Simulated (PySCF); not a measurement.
One of the candidates below gave these computed data.

All candidates are C8H10P2.

* 1H NMR: chemical shifts (computed TMS as zero) by class: 8.94 (2 H), 2.79 (1 H), 2.70 (3 H), 1.64 (2 H), 1.21 (2 H) ppm [GIAO PBE0/pcSseg-1]
* Dipole: 1.00 D [PBE0/pcSseg-1]
* NMR, other nuclei: isotropic shieldings of nuclei other than C and H, by class: 73 (2 P) ppm [GIAO PBE0/pcSseg-1]
* Rotational structure: rotational constants A, B, C: 2.158, 0.673, 0.536 GHz [GFN2-xTB]
* 13C NMR: chemical shifts (computed TMS as zero) by class: 225.6 (1 C), 162.0 (2 C), 145.6 (1 C), 30.8 (1 C), 28.7 (1 C), 27.0 (2 C) ppm [GIAO PBE0/pcSseg-1]

Gas-phase values; electronic properties from PySCF, density fitting. Levels stand in brackets. Isolated species at its GFN2-xTB geometry (one conformer only). Each NMR value is the plain mean over a class of atoms that symmetry, rotation or inversion makes alike.

Question: Which candidate is it?
A. `PP1Cc2ccccc2C1`
B. `Cc1cpc(C2CC2)pc1`
C. `Cc1cpcpc1C1CC1`

Answer: B. It is `Cc1cpc(C2CC2)pc1`. Numbering: `[CH3:1][c:2]1[cH:3][p:4][c:5]([CH:6]2[CH2:7][CH2:8]2)[p:9][cH:10]1`. 8 carbons fall into 6 classes; from least to most shielded: substituted aromatic carbon [C5] (225.6 ppm), aromatic CH carbon [C3/C10] (162.0 ppm, 2 C), substituted aromatic carbon [C2] (145.6 ppm), benzylic-type carbon [C1] (30.8 ppm), benzylic-type carbon [C6] (28.7 ppm), three-membered-ring carbon [C7/C8] (27.0 ppm, 2 C). Hydrogen classes from least to most shielded: 2 H on 2 aromatic CH carbons, C3/C10 (8.94 ppm), 1 H on a benzylic-type carbon, C6 (2.79 ppm), 3 H on a benzylic-type carbon, C1 (2.70 ppm, a mean of values up to 0.7 ppm apart in this geometry), 2 H on 2 three-membered-ring carbons, C7/C8 (1.64 ppm), 2 H on 2 three-membered-ring carbons, C7/C8 (1.21 ppm). The other shieldings belong to: 73 ppm, phosphorus bonded to 2 C [P4/P9]. By its constants the optimised geometry is an asymmetric top.

The others, at the same levels:
- `Cc1cpcpc1C1CC1` fails: it has 7 carbon classes against 6; its computed 13C shifts are 192.8 (1 C), 182.9 (1 C), 164.0 (1 C), 149.7 (1 C), 29.5 (1 C), 23.2 (1 C), 9.9 (2 C) ppm, 1H shifts are 10.71 (1 H), 9.25 (1 H), 2.86 (3 H), 2.10 (1 H), 1.19 (2 H), 1.12 (2 H) ppm and rotational constant A is 1.735 GHz (against 2.158 GHz).
- `PP1Cc2ccccc2C1` fails: it has 4 carbon classes against 6; its computed 13C shifts are 147.5 (2 C), 132.9 (2 C), 132.0 (2 C), 38.4 (2 C) ppm, 1H shifts are 7.61 (2 H), 7.46 (2 H), 3.08 (4 H), 2.07 (2 H) ppm and rotational constant A is 1.923 GHz (against 2.158 GHz).

Each candidate is one conformer, not necessarily the lowest. The conformers computed, where there is a choice (atom-mapped SMILES and torsion angles):
- `[CH3:1][c:2]1[cH:3][p:4][c:5]([CH:6]2[CH2:7][CH2:8]2)[p:9][cH:10]1`: P4–C5–C6–C7 145°
- `[CH3:1][c:2]1[cH:3][p:4][cH:5][p:6][c:7]1[CH:8]1[CH2:9][CH2:10]1`: P6–C7–C8–C9 -89°

The conformers of `PP1Cc2ccccc2C1` aren't listed.
